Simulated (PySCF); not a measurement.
One of the candidates below gave these computed data.

All candidates are C4H8OSi2.

| technique | computed result |
| --- | --- |
| Triplet | lowest triplet excitation (Tamm–Dancoff): 2.56 eV [TDA wB97X-D/def2-SVPD] |
| NMR, other nuclei | isotropic shieldings of nuclei other than C and H, by class: 332 (1 O), 370 (1 Si), 392 (1 Si) ppm [GIAO PBE0/pcSseg-1] |
| Rotational structure | rotational constants A, B, C: 4.155, 1.003, 0.957 GHz [GFN2-xTB] |
| Polarisability | 94.0 au [wB97X-D/def2-SVPD] |
| 13C NMR | chemical shifts (computed TMS as zero) by class: 155.5 (2 C), 134.5 (2 C) ppm [GIAO PBE0/pcSseg-1] |
| Dipole | 0.68 D [wB97X-D/def2-SVPD] |
| UV, first state | lowest singlet excitation: 4.14 eV (300 nm, f = 0.042) [TDDFT wB97X-D/def2-SVPD] |
| 1H NMR | chemical shifts (computed TMS as zero) by class: 7.12 (2 H), 5.97 (2 H), 5.30 (1 H), 5.15 (3 H) ppm [GIAO PBE0/pcSseg-1] |

The electronic properties come from PySCF, for the isolated species, density fitting. Levels stand in brackets. Isolated species at its GFN2-xTB geometry (one conformer only). GFN2-xTB frequencies show an imaginary mode (20i cm⁻¹), so this geometry is no minimum at that level. NMR classes are plain means over equivalent atoms (diastereotopic ones count apart unless rotation or inversion swaps them), as if these changed places fast.

Question: Which candidate is it?
A. `[SiH3]OC1=CC=C[SiH2]1`
B. `C=C1C=CO[SiH2][SiH2]1`
C. `[SiH3][SiH2]c1ccco1`
D. `[SiH3]O[SiH]1C=CC=C1`

Answer: D. It is `[SiH3]O[SiH]1C=CC=C1`. Numbering: `[SiH3:1][O:2][SiH:3]1[CH:4]=[CH:5][CH:6]=[CH:7]1`. Its formula, C4H8OSi2, gives 3 degrees of unsaturation: 1 ring and 2 π bonds in the structure found. 4 carbons fall into 2 classes; from least to most shielded: alkene CH carbon [C5/C6] (155.5 ppm, 2 C), alkene CH carbon [C4/C7] (134.5 ppm, 2 C). Hydrogen classes from least to most shielded: 2 H on 2 alkene CH carbons, C5/C6 (7.12 ppm), 2 H on 2 alkene CH carbons, C4/C7 (5.97 ppm), 1 H on an oxygen-bound silicon, Si3 (5.30 ppm), 3 H on an oxygen-bound silicon, Si1 (5.15 ppm). The other shieldings belong to: 332 ppm, siloxane oxygen [O2]; 370 ppm, oxygen-bound silicon [Si3]; 392 ppm, oxygen-bound silicon [Si1]. By its constants the optimised geometry is an asymmetric top.

The others, at the same levels:
- `[SiH3][SiH2]c1ccco1` fails: it has 4 carbon classes against 2; its computed 13C shifts are 154.6 (1 C), 153.4 (1 C), 129.9 (1 C), 117.0 (1 C) ppm, 1H shifts are 7.90 (1 H), 7.08 (1 H), 6.68 (1 H), 4.60 (2 H), 3.49 (3 H) ppm and lowest singlet excitation is 5.80 eV (214 nm, f = 0.382) (against 4.14 eV).
- `C=C1C=CO[SiH2][SiH2]1` fails: it has 4 carbon classes against 2; its computed 13C shifts are 149.2 (1 C), 134.9 (1 C), 134.6 (1 C), 117.4 (1 C) ppm, 1H shifts are 6.36 (1 H), 6.08 (1 H), 5.57 (2 H), 5.41 (1 H), 5.37 (1 H), 4.28 (2 H) ppm and lowest singlet excitation is 4.84 eV (256 nm, f = 0.252) (against 4.14 eV).
- `[SiH3]OC1=CC=C[SiH2]1` fails: it has 4 carbon classes against 2; its computed 13C shifts are 174.0 (1 C), 158.5 (1 C), 131.6 (1 C), 116.6 (1 C) ppm, 1H shifts are 7.25 (1 H), 6.39 (1 H), 5.38 (1 H), 5.02 (3 H), 4.58 (2 H) ppm and smallest rotational constant is 0.907 GHz (against 0.957 GHz).

Each candidate is one conformer, not necessarily the lowest. The conformers computed, where there is a choice (atom-mapped SMILES and torsion angles):
- `[SiH3:1][O:2][SiH:3]1[CH:4]=[CH:5][CH:6]=[CH:7]1`: Si1–O2–Si3–C4 -68°
- `[SiH3:1][SiH2:2][c:3]1[cH:4][cH:5][cH:6][o:7]1`: Si1–Si2–C3–C4 -115°
- `[SiH3:1][O:2][C:3]1=[CH:4][CH:5]=[CH:6][SiH2:7]1`: Si1–O2–C3–C4 180°
